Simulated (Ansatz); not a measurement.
Ansatz (an electronic-structure program) input (RI-MP2/def2-TZVPP):
A basis named .json is the Basis Set Exchange file of that set.

Ansatz 0.2 input:
```yaml
crystal:
  periodic: [false, false, false]
  atoms:
    - {symbol: W, position_ang: [0.01026822, 0.00530798, -0.04360901]}
    - {symbol: H, position_ang: [-0.11524659, -0.15368638, 1.78918639]}
    - {symbol: H, position_ang: [-0.97189413, 0.82023766, 1.06403684]}
    - {symbol: H, position_ang: [0.15687400, -1.67771807, -0.05664018]}
    - {symbol: H, position_ang: [-1.44872460, 0.62688432, -0.59889190]}
    - {symbol: H, position_ang: [0.24333997, -0.89508482, 1.55055887]}
    - {symbol: H, position_ang: [1.37580339, 0.88657660, -0.52118328]}
basis:
  gaussian:
    orbitals: def2-TZVPP
    fitting: {mean_field: def2-universal-jkfit, correlation: def2-TZVPP-RIFIT.json}
total_charge: 1
magnetization: {spin_polarized: true, initial_magnetization: 1}
correlation: {method: mp2, electrons: outside_noble_gas}
```

End of the output:

```
integrals: 0.06 GiB planned
335 factors; integrals over basis functions are off by at most 1.0e0 eV
364 factors; integrals over basis functions are off by at most 1.7e0 eV
mean field: 0.25 GiB planned
mean field evaluation 1: about -1888.6290 eV, gradient 1.3e1 eV
mean field evaluation 2: about -1889.8037 eV, gradient 6.1e0 eV
mean field evaluation 4: about -1890.0400 eV, gradient 7.6e-1 eV
mean field evaluation 8: about -1890.0638 eV, gradient 1.7e-2 eV
mean field -1890.06383997 eV, -69.4585649876 hartree, gradient 2.2e-6 eV, S^2 0.776342; 0 other end points of the search recorded, 0 dependent functions left out
4 core orbitals not correlated
reference -1890.06383997 eV, -69.4585649876 hartree; 6, 5 occupied and 130, 131 virtual orbitals, 364 factors
second order -6.96266313 eV of doubles, -0.00000000 eV of singles
Total energy: -1897.02650310 eV, -69.7144381381 hartree
```

The spin state was set by rule; other spins were not relaxed.
